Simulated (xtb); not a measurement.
CHCl₂ (SMILES Cl[CH]Cl), doublet, geometry from GFN2-xTB; GFN2-xTB in xtb 6.7.1.

xtb was given this input:
```
$ xtb mol.xyz --gfn 2 --uhf 1 --ohess --json

# file mol.xyz
4

C      0.14277263    -0.00896264     0.68359394
Cl    -0.04722300     1.45620990    -0.14607964
Cl    -0.05344861    -1.45182812    -0.18290682
H      0.85478161    -0.02071447     1.49120632
```

The log (banner, timings and long lists left out):

```
   ID    Z sym.   atoms
    1    6 C      1
    2   17 Cl     2, 3
    3    1 H      4

           -------------------------------------------------
          |                Calculation Setup                |
           -------------------------------------------------

           -------------------------------------------------
          |                 G F N 2 - x T B                 |
           -------------------------------------------------

          ...................................................
          :                      SETUP                      :
          :.................................................:
          :  # basis functions                  25          :
          :  # atomic orbitals                  23          :
          :  # shells                            9          :
          :  # electrons                        19          :
          :  max. iterations                   250          :
          :  Hamiltonian                  GFN2-xTB          :
          :  restarted?                      false          :
          :  GBSA solvation                  false          :
          :  PC potential                    false          :
          :  electronic temp.          300.0000000     K    :
          :  accuracy                    1.0000000          :
          :  -> integral cutoff          0.2500000E+02      :
          :  -> integral neglect         0.1000000E-07      :
          :  -> SCF convergence          0.1000000E-05 Eh   :
          :  -> wf. convergence          0.1000000E-03 e    :
          :  Broyden damping             0.4000000          :
          :  net charge                          0          :
          :  unpaired electrons                  1          :
          ...................................................

 iter      E             dE          RMSdq      gap      omega  full diag
   1    -11.6954150 -0.116954E+02  0.400E+00    4.30       0.0  T
   2    -11.7030872 -0.767221E-02  0.234E+00    4.61       1.0  T
   3    -11.7036990 -0.611860E-03  0.125E+00    4.42       1.0  T
   4    -11.7049824 -0.128333E-02  0.133E-01    4.49       1.0  T
   5    -11.7049827 -0.368311E-06  0.628E-02    4.48       1.0  T
   6    -11.7049887 -0.597000E-05  0.375E-02    4.49       1.3  T
   7    -11.7049917 -0.298205E-05  0.105E-02    4.49       4.8  T
   8    -11.7049918 -0.897497E-07  0.225E-03    4.49      22.2  T
   9    -11.7049918 -0.619614E-08  0.827E-04    4.48      60.5  T
[...]
         :: total energy             -11.671697878923 Eh    ::
 * total energy  :   -11.6716979 Eh     change       -0.1000267E-10 Eh
   *** GEOMETRY OPTIMIZATION CONVERGED AFTER 1 ITERATIONS ***
         :: total energy             -11.671697878933 Eh    ::
[...]
          :  scaling factor                  1.0000000      :
          :  rotor cutoff                   50.0000000 cm⁻¹ :
          :  imag. cutoff                  -20.0000000 cm⁻¹ :
          :.................................................:

    mode    ω/cm⁻¹     T·S(HO)/kcal·mol⁻¹    T·S(FR)/kcal·mol⁻¹   T·S(vib)
   ------------------------------------------------------------------------
       1    274.88    -0.46670 ( 99.89%)    -0.55149 (  0.11%)    -0.46679
   ------------------------------------------------------------------------

   temp. (K)  partition function   enthalpy   heat capacity  entropy
                                   cal/mol     cal/K/mol   cal/K/mol   J/K/mol
 298.15  VIB   1.59                  553.670      4.644      2.776
         ROT  0.391E+05              888.752      2.981     23.995
         INT  0.621E+05             1442.423      7.625     26.771
         TR   0.744E+27             1481.254      4.968     39.178
         TOT                        2923.6768    12.5934    65.9485   275.9285

       T/K    H(0)-H(T)+PV         H(T)/Eh          T*S/Eh         G(T)/Eh
   ------------------------------------------------------------------------
    298.15    0.465918E-02    0.194927E-01    0.313343E-01   -0.118416E-01
   ------------------------------------------------------------------------

         :::::::::::::::::::::::::::::::::::::::::::::::::::::
         ::                  THERMODYNAMIC                  ::
         :::::::::::::::::::::::::::::::::::::::::::::::::::::
         :: total free energy         -11.683539443493 Eh   ::
         ::.................................................::
         :: total energy              -11.671697878933 Eh   ::
         :: zero point energy           0.014833515899 Eh   ::
         :: G(RRHO) w/o ZPVE           -0.026675080459 Eh   ::
         :: G(RRHO) contrib.           -0.011841564560 Eh   ::
         :::::::::::::::::::::::::::::::::::::::::::::::::::::

optimized geometry written to: xtbopt.xyz

           -------------------------------------------------
          | TOTAL ENERGY              -11.671697878933 Eh   |
          | TOTAL ENTHALPY            -11.652205187546 Eh   |
          | TOTAL FREE ENERGY         -11.683539443493 Eh   |
          | GRADIENT NORM               0.000010520963 Eh/α |
          | HOMO-LUMO GAP               4.484774292855 eV   |
           -------------------------------------------------

normal termination of xtb
```
